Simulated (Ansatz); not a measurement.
Hexamethyldisiloxane, C6H18OSi2, 27 atoms. Total charge 0; spin multiplicity 1. Hardware: A = 4 threads of an AMD EPYC 7R13 on a shared host and a share of an NVIDIA H100 80 GB; B = 4 threads of an AMD EPYC 7R13 on a shared host. Correlated methods freeze the cores.

Question: How many basis functions does each run have, and how long does it take in Ansatz? RHF-MP2/def2-QZVPP energy [A]; RKS PBE-QIDH (frozen core)/def2-TZVPP energy [A]; RKS PBE0-D4/def2-QZVPP energy [A]; RKS BLYP-D4/def2-TZVPP energy [A]; RKS ωB97M-V/def2-TZVPP energy and forces [A]; RKS PBE0-D4/def2-TZVP relaxation (8 steps) [A]; RKS ωB97M-V/def2-QZVPP energy [A]; RHF-CCSD(T)/def2-SVP energy [A]; RHF-CCSD(T)/def2-TZVPP energy [A]; direct RPA on PBE orbitals/def2-TZVPP energy [A]; RKS CAM-B3LYP-D4/def2-TZVPP energy [A]; RKS ωB97M-V/def2-SVP energy [B]. (Best estimate.)

Answer: Computed: Other jobs shared the machine, so times are rough.

```tsv
level	job	functions	wall time	peak host memory (GiB)
RKS CAM-B3LYP-D4/def2-TZVPP	energy [A]	553	4.9 s	1.3
RKS BLYP-D4/def2-TZVPP	energy [A]	553	5 s	1.3
RKS PBE-QIDH (frozen core)/def2-TZVPP	energy [A]	553	5.5 s	3
RKS ωB97M-V/def2-TZVPP	energy and forces [A]	553	6.5 s	1.4
RHF-CCSD(T)/def2-SVP	energy [A]	224	7 s	1.3
direct RPA on PBE orbitals/def2-TZVPP	energy [A]	553	12 s	3
RKS ωB97M-V/def2-SVP	energy [B]	224	13 s	1.4
RKS PBE0-D4/def2-QZVPP	energy [A]	1079	15 s	1.7
RHF-MP2/def2-QZVPP	energy [A]	1079	16 s	1.8
RKS ωB97M-V/def2-QZVPP	energy [A]	1079	16 s	1.8
RKS PBE0-D4/def2-TZVP	relaxation (8 steps) [A]	399	17 s	1.3
RHF-CCSD(T)/def2-TZVPP	energy [A]	553	100 s	2.9
```
